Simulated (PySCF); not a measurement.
Compound: C5H12Si.
SMILES: `C[C@H]1CC[SiH2]C1`

The closed-shell SCF was solved with PySCF and density fitting under several settings on one GFN2-xTB geometry (grid level 2 and gas phase unless stated).

| settings | basis functions | SCF cycles | E (Eh) | HOMO (eV) | LUMO (eV) | dipole (D) |
| --- | --- | --- | --- | --- | --- | --- |
| PBE0/pcSseg-1 | 169 | 12 | -486.8530 | -8.08 | 1.02 | 0.49 |
| PBE0/def2-SVPD | 220 | 12 | -486.6715 | -8.04 | 0.58 | 0.58 |
| PW91/MINI, damping 0.2 at the start, DIIS from the seventh cycle | 46 | 14 | -483.9303 | -9.26 | -0.20 | 0.79 |
| PBE/def2-SVPD, fitting basis def2-qzvpp-jkfit | 220 | 10 | -486.5957 | -6.81 | -0.15 | 0.65 |

Task: Estimate the rows for these settings: (1) BLYP/Sadlej pVTZ; (2) PBE0/pcSseg-1, IEF-PCM chloroform, grid level 3; (3) OLYP/pcSseg-0.

Result: 
| settings | basis functions | SCF cycles | E (Eh) | HOMO (eV) | LUMO (eV) | dipole (D) |
| --- | --- | --- | --- | --- | --- | --- |
| BLYP/Sadlej pVTZ | 260 | 14 | -487.1420 | -6.68 | -0.57 | 0.59 |
| PBE0/pcSseg-1, IEF-PCM chloroform, grid level 3 | 169 | 12 | -486.8538 | -7.98 | 1.10 | 0.60 |
| OLYP/pcSseg-0 | 82 | 12 | -486.3713 | -6.95 | 0.77 | 0.36 |

Task: Over all rows, what range does the HOMO–LUMO gap span?

Result: From 6.11 eV (BLYP/Sadlej pVTZ) to 9.10 eV (PBE0/pcSseg-1). The functional of the narrowest has no exact exchange, that of the widest 25 % exact exchange.

Task: And the dipole moment?

Result: From 0.36 D (OLYP/pcSseg-0) to 0.79 D (PW91/MINI, damping 0.2 at the start, DIIS from the seventh cycle); the largest is 2.19 times the smallest, and the median is 0.59 D.

Task: Compare two rows with the functional PBE0: PBE0/pcSseg-1 and PBE0/def2-SVPD. Which energy is lower, and by how much?

Result: PBE0/pcSseg-1 (169 functions) lies 0.1815 Eh or 114 kcal/mol below PBE0/def2-SVPD (220 functions). The smaller set gives the lower energy; the two sets aren't nested, so the variational bound doesn't order them by size.

Cycle counts include a coarse-grid stage where the run had one. One conformer (not necessarily the lowest) at the GFN2-xTB geometry, without vibrations or thermal averaging.
